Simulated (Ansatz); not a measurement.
Ag₃Te₄⁺. The state is a singlet with charge 1. Geometry PBE-D4/def2-SVP.

```xyz
7

Ag    1.176    1.962   -0.527
Ag   -1.267   -1.928    0.430
Ag    1.283   -0.468    1.370
Te   -1.229    0.174    2.224
Te   -1.593    1.427   -0.301
Te   -0.551   -0.645   -1.987
Te    2.180   -0.521   -1.208
```

In the def2 sets Ag, Te take a core potential; there is no spin–orbit coupling. HSE06 is defined as in plane-wave codes, on full-range PBE exchange. The structure comes from a short search, and lower isomers may exist.

Problem. Estimate the orbital energies around the gap (eV) in Ansatz with PBE-D4/def2-TZVP, r2SCAN-D4/def2-TZVP, PBE0-D4/def2-SVP, PBE0-D4/def2-TZVP, HSE06-D4/def2-TZVP.

Solution. 
```csv
orbital,PBE-D4/def2-TZVP,r2SCAN-D4/def2-TZVP,PBE0-D4/def2-SVP,PBE0-D4/def2-TZVP,HSE06-D4/def2-TZVP
HOMO−13,-12.06,-12.34,-13.93,-13.81,-13.40
HOMO−12,-11.91,-12.22,-13.85,-13.72,-13.31
HOMO−11,-11.78,-12.08,-13.70,-13.57,-13.16
HOMO−10,-11.74,-12.03,-13.67,-13.54,-13.13
HOMO−9,-11.73,-12.01,-13.61,-13.48,-13.07
HOMO−8,-11.65,-11.96,-13.26,-13.10,-12.72
HOMO−7,-11.51,-11.76,-12.86,-12.74,-12.36
HOMO−6,-11.32,-11.60,-12.82,-12.69,-12.29
HOMO−5,-10.84,-11.07,-11.99,-11.87,-11.49
HOMO−4,-10.55,-10.75,-11.66,-11.54,-11.16
HOMO−3,-9.57,-9.74,-10.56,-10.48,-10.11
HOMO−2,-9.55,-9.71,-10.54,-10.45,-10.08
HOMO−1,-9.32,-9.47,-10.27,-10.18,-9.81
HOMO,-9.14,-9.31,-10.09,-10.01,-9.64
LUMO,-7.68,-7.62,-7.07,-6.94,-7.30
LUMO+1,-7.43,-7.33,-6.77,-6.65,-7.01
LUMO+2,-6.94,-6.85,-6.27,-6.15,-6.52
LUMO+3,-6.63,-6.43,-5.86,-5.81,-6.17
LUMO+4,-6.40,-6.19,-5.60,-5.56,-5.92
LUMO+5,-5.62,-5.39,-4.76,-4.74,-5.11
```
